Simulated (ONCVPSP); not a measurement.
**Cutoff test, rhodium (Rh), ONCV**

| Item | Value |
| --- | --- |
| Element | Rh |
| Generator | ONCVPSP 4.0.1 |
| Type | optimised norm-conserving Vanderbilt (ONCV) |
| Functional | LDA (Perdew-Wang 92) |
| Relativity | scalar-relativistic |
| Frozen core | [Ar] 3d10 |
| Valence charge | 17 |
| Reference configuration | 4s2 4p6 4d8 5s1 |
| Partial waves | 4s+5s: rc 1.45 bohr, ncon 5, nbas 10, qcut 7.9 1/bohr, 2 projectors; 4p: rc 1.85 bohr, ncon 5, nbas 8, qcut 5.8 1/bohr, 2 projectors, debl 3.3 Ha; 4d: rc 2.00 bohr, ncon 4, nbas 9, qcut 8.2 1/bohr, 2 projectors, debl 0.5 Ha |
| Local potential | polynomial inside 1.15 bohr (lpopt 5, dvloc0 1 Ha) |
| Core correction | Teter function fitted to the true core (icmod 2), fcfact 0.75 |

**Question.** For each optimised wave give the share of its norm inside rc, the residual kinetic energy above qcut (Ha) and the cutoffs (Ha) for errors of 10, 1, 0.1 and 0.01 mHa per electron.

**Answer.**

| wave | norm inside rc | residual KE | 10 mHa | 1 mHa | 0.1 mHa | 0.01 mHa |
| --- | --- | --- | --- | --- | --- | --- |
| 4s | 0.912 | 1.1e-04 | 21.3 | 26.3 | 31.7 | 130.3 |
| 5s | 0.038 | 2.7e-05 | 15.7 | 23.1 | 28.4 | 42.3 |
| 4p | 0.956 | 3.2e-04 | 12.3 | 15.4 | 23.0 | 45.1 |
| p projector 2 | 0.133 | 1.6e-04 | 11.2 | 14.5 | 17.5 | 39.3 |
| 4d | 0.763 | 1.4e-07 | 17.7 | 22.3 | 26.0 | 29.0 |
| d projector 2 | 0.075 | 4.1e-08 | 13.8 | 19.4 | 23.9 | 27.6 |

The occupied waves need 26 Ha and 32 Ha for 1 and 0.1 mHa.
